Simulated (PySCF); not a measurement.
NMR data simulated for an unnamed compound:

¹H NMR (400 MHz, computed): δ 7.15 (m, 1H), 5.34 (m, 1H), 3.97 (s, 3H).

¹³C{¹H} NMR (computed): δ 170.5 (C), 169.1 (CH), 111.9 (CH), 53.3 (CH3).

Non-relativistic, one conformer, one averaged value for each set of equivalent atoms, isolated molecule. GFN2-xTB structure; PBE0/pcSseg-1 with gauge-including orbitals; PySCF 2.14.0 with density-fitted response routines.

Referencing at the same level of theory: ¹H (σref 31.72) and ¹³C (σref 186.93) against TMS.

Which of these does the molecule contain: an ester, a methoxy group, a non-aromatic C=C double bond, a C≡C triple bond, a (CH3)2CH unit, a vinyl group CH=CH2?

Answers


- An ester: yes (δC 170.5).
- A methoxy group: yes (δC 53.3; δH 3.97 (s)).
- A non-aromatic C=C double bond: yes.
- A C≡C triple bond: no.
- A (CH3)2CH unit: no.
- A vinyl group CH=CH2: no.

The data belong to SMILES COC(=O)/C=C\F, C$_{4}$H$_{5}$FO$_{2}$; they needn't prove each group on their own.

Carbon signals by region: 2 in the far downfield region (above 160 ppm), 1 in the sp2 and nitrile region (100–160 ppm), 1 at 50–100 ppm. Above 160 ppm: 170.5, ester carbonyl carbon, 169.1, β carbon of a C=C–C=O unit.

Splittings by ¹⁹F in the carbon and heteronuclear signals aren't shown, as no couplings were computed. Shifts are as computed. Against solution values, carbons near 30 ppm lie about +3 ppm off and those near 130 ppm about +5 ppm (rms about the fit 2.1 ppm; single classes can miss by 10 ppm). Of 1328 compounds with measured shifts, 309 miss one by over three times the rms of a fit or turn the order of signals round; such compounds aren't used in these exercises. Signals without a measured value on file couldn't be tested in this way; 1H shifts scatter by 0.2 ppm about their fit, and single ones miss by 0.5 ppm. Multiplicities follow the n + 1 count of equivalent neighbours, as no J values were calculated; m marks all less simple cases, F and P coupling included.
